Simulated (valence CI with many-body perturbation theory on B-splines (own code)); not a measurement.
# Hyperfine factors and g values of Pb LXXVI

Computed by configuration interaction combined with many-body perturbation theory (CI+MBPT): five valence electrons over a frozen Dirac-Fock core [He], radial functions for each j: 9 s, 9 p, 8 d, 6 f, 3 g, 1 h, with the one-electron correlation potential Σ1 (screened to all orders), the two-electron term Σ2, the three-electron term Σ3, Breit, model QED; selected single and double excitations, second order for the rest (own B-spline code, finite nucleus).

The last digits are not significant, and no measured levels were compared; by estimate large intervals hold to a few tenths of a per cent, small ones and those within an open d or f shell to about a per cent. Among the levels kept, up to 1100 cm⁻¹ of a level comes from second order outside the variational space, and about a tenth of that is noise between levels of different J, which matters for small intervals.

A/g_I is the dipole constant over the nuclear g factor μ/I (μ in nuclear magnetons, uniformly magnetised nucleus), B/Q the quadrupole constant per barn. Both hold the static response of the core; the bare values leave it out. Large factors of s and p1/2 electrons are usually good to 5 to 10 %; those of open d and f shells near neutrality can be off by tens of per cent, and small factors of p3/2, d and f electrons come from cancelling terms and can be off by a factor of two or in sign, in half-filled shells by more. B is blank for J = 1/2, where it vanishes, and for nearly pure S terms. Energies count from the lowest level.

Levels are named by their leading jj configuration (3d3/2^4 stands for four electrons in 3d with j = 3/2), which in mixed levels can hold well under half, so a name can repeat and another be missing. Letters in brackets count levels of one name in rising energy.

```csv
Level,E (eV),g,A/g_I (MHz),A/g_I bare,B/Q (MHz/b),B/Q bare
(2s^2 2p1/2^2 2p3/2) J=3/2,0,1.299,1150000,1180000,2300000,2300000
(2s^2 2p1/2 2p3/2^2) J=3/2,2253,1.426,-1100000,-1060000,91900,92000
(2s^2 2p1/2 2p3/2^2) J=5/2,2276,1.152,3440000,3450000,-5590,-5600
(2s^2 2p1/2 2p3/2^2) J=1/2,2339,0.602,1.25e+07,1.25e+07,,
(2s 2p1/2^2 2p3/2^2) J=5/2,2663,1.429,8370000,8320000,218000,218000
(2s 2p1/2^2 2p3/2^2) J=1/2,2786,1.969,3.73e+07,3.69e+07,,
(2s 2p1/2^2 2p3/2^2) J=3/2,2788,1.160,-6090000,-5970000,-185000,-185000
(2s^2 2p3/2^3) J=3/2,4599,1.280,1180000,1200000,-2400000,-2400000
(2s 2p1/2 2p3/2^3) J=3/2 [a],4950,1.582,8470000,8410000,-1830000,-1830000
(2s 2p1/2 2p3/2^3) J=5/2,4993,1.274,1.07e+07,1.06e+07,-2560000,-2570000
(2s 2p1/2 2p3/2^3) J=1/2,5072,1.327,-1.47e+07,-1.45e+07,,
(2s 2p1/2 2p3/2^3) J=3/2 [b],5079,0.991,156000,217000,-801000,-803000
(2p1/2^2 2p3/2^3) J=3/2,5531,1.290,1110000,1160000,-2330000,-2340000
(2s 2p3/2^4) J=1/2,7348,1.888,3.75e+07,3.72e+07,,
(2p1/2 2p3/2^4) J=1/2,7819,0.602,1.26e+07,1.25e+07,,
(2s^2 2p1/2^2 3s) J=1/2,10811,1.982,1.07e+07,1.07e+07,,
(2s^2 2p1/2^2 3p1/2) J=1/2,10935,0.639,3740000,3720000,,
(2s^2 2p1/2^2 3p3/2) J=3/2,11616,1.316,343000,352000,707000,708000
(2s^2 2p1/2^2 3d3/2) J=3/2,11718,0.779,200000,200000,126000,127000
(2s^2 2p1/2^2 3d5/2) J=5/2,11897,1.183,70300,70300,127000,128000
(2s^2 2p1/2 2p3/2 3s) J=3/2 [a],13086,1.645,2030000,2040000,1490000,1500000
(2s^2 2p1/2 2p3/2 3s) J=1/2,13097,1.286,-5830000,-5750000,,
(2s^2 2p1/2 2p3/2 3s) J=5/2,13105,1.293,5380000,5370000,2270000,2270000
(2s^2 2p1/2 2p3/2 3s) J=3/2 [b],13113,0.938,3120000,3150000,1320000,1320000
(2s^2 2p1/2 2p3/2 3p1/2) J=1/2,13208,1.725,-3480000,-3420000,,
(2s^2 2p1/2 2p3/2 3p1/2) J=3/2 [a],13214,1.115,2440000,2450000,465000,466000
(2s^2 2p1/2 2p3/2 3p1/2) J=5/2,13227,1.029,3980000,3980000,2250000,2260000
(2s^2 2p1/2 2p3/2 3p1/2) J=3/2 [b],13279,1.291,1790000,1810000,2300000,2300000
(2s 2p1/2^2 2p3/2 3s) J=5/2,13449,1.573,1.03e+07,1.02e+07,2320000,2320000
(2s 2p1/2^2 2p3/2 3s) J=3/2 [a],13483,1.405,1.15e+07,1.15e+07,1260000,1260000
(2s 2p1/2^2 2p3/2 3s) J=1/2,13560,0.822,-1.41e+07,-1.39e+07,,
(2s 2p1/2^2 2p3/2 3s) J=3/2 [b],13571,1.364,-3150000,-3070000,1670000,1670000
(2s 2p1/2^2 2p3/2 3p1/2) J=3/2 [a],13584,1.638,1.16e+07,1.15e+07,1600000,1600000
(2s 2p1/2^2 2p3/2 3p1/2) J=5/2,13584,1.309,8910000,8860000,2280000,2280000
(2s 2p1/2^2 2p3/2 3p1/2) J=1/2,13684,1.258,-1.18e+07,-1.16e+07,,
(2s 2p1/2^2 2p3/2 3p1/2) J=3/2 [b],13686,0.955,-4100000,-4010000,1300000,1300000
(2s^2 2p1/2 2p3/2 3p3/2) J=5/2 [a],13879,1.400,-851000,-827000,2460000,2460000
(2s^2 2p1/2 2p3/2 3p3/2) J=1/2 [a],13884,1.548,-3240000,-3210000,,
(2s^2 2p1/2 2p3/2 3p3/2) J=3/2 [a],13889,1.106,4090000,4090000,-1460000,-1460000
(2s^2 2p1/2 2p3/2 3p3/2) J=7/2,13895,1.205,2450000,2460000,3000000,3000000
```

(1) Take the isotope of mass number 207, with I = 1/2, μ = 0.5906 μN. What is the hyperfine structure of (2s 2p1/2^2 2p3/2^2) J=3/2?

Results:

(1) From the table A = -7190000 MHz. Shifts from the centre of gravity in MHz: F = 1: 8990000, F = 2: -5390000.
